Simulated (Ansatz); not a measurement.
Input file for Ansatz (an electronic-structure program): U-wB97X-V/def2-TZVPP on CH4OPb (SMILES C[O][PbH]), a point of a bond scan (R = 1.316 Å). Elements past Kr take the def2 small-core potentials; no spin–orbit coupling.

Ansatz 0.2 input:
```yaml
crystal:
  periodic: [false, false, false]
  atoms:
    - {symbol: Pb, position_ang: [-0.18088400, -0.24647814, 0.34040536]}
    - {symbol: H, position_ang: [-1.22799667, -0.74183773, -1.13818280]}
    - {symbol: O, position_ang: [1.00528976, 1.06933301, -0.77910563]}
    - {symbol: C, position_ang: [0.89711151, 1.34866124, -2.15568911]}
    - {symbol: H, position_ang: [0.67321555, 2.63240599, -2.33646785]}
    - {symbol: H, position_ang: [1.83700100, 1.10003060, -2.66238683]}
    - {symbol: H, position_ang: [0.08796474, 0.78793494, -2.63935184]}
basis:
  gaussian:
    orbitals: def2-TZVPP
hamiltonian:
  xc: {name: wB97X-V}
magnetization: {spin_polarized: true, initial_magnetization: 0}
```

The log:

```
WARN ansatz: RAYON_NUM_THREADS=1 ignored (pool sized by the plan → 1); use --threads N
Functional definition: wB97X-V
integrals: 0.10 GiB planned
984 factors; their error is unknown
integrals: 0.13 GiB planned
285 factors; integrals over basis functions are off by at most 1.3e-5 eV
mean field: 1.21 GiB planned
mean field evaluation 1: about -8390.9342 eV, gradient 3.6e1 eV
mean field evaluation 2: about -8379.0523 eV, gradient 6.7e1 eV
mean field evaluation 4: about -8396.0834 eV, gradient 2.2e0 eV
mean field evaluation 8: about -8396.1097 eV, gradient 4.9e-2 eV
mean field evaluation 16: about -8396.1293 eV, gradient 3.2e-4 eV
mean field -8396.12927478 eV, -308.5520597473 hartree, gradient 6.0e-5 eV, S^2 0.000000; 0 other end points of the search recorded, 0 dependent functions left out
reference -8396.12927258 eV, -308.5520596664 hartree; 20, 20 occupied and 148, 148 virtual orbitals, 984 factors
Total energy: -8396.12927258 eV, -308.5520596664 hartree
```

Self-consistency was reached.

Cost: roughly 12 core-seconds.
